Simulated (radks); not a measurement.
Results of a calculation; reference values are marked as such.
Q: Coherent X-ray form factor from a spherical all-electron density. Code: a radial shooting solver on a logarithmic mesh with Libxc functionals. Model: non-relativistic Kohn-Sham, r2SCAN, spin-polarised, spherical densities, point nucleus; meta-GGA in the generalised Kohn-Sham scheme.

sin(theta)/lambda (1/angstrom)  f0 (electrons)
0.05                                     7.870
0.1                                      7.500
0.15                                     6.947
0.2                                      6.284
0.25                                     5.584
0.3                                      4.903
0.4                                      3.734
0.5                                      2.888
0.6                                      2.327
0.8                                      1.741
1                                        1.483
1.25                                     1.288
1.5                                      1.120
2                                        0.810

The species is in the configuration that NIST lists as its ground one. Which atom or ion scatters so?

A: The fluorine ion F+, [He] 2s2 2p4. Extrapolating in s^2 from the first two rows gives f0(0) = 8.0, near the electron count 8; among species with that count, the fall with angle is slower the higher Z, and the table is that of Z = 9; from so few rows the species is fixed only to a neighbour or two.
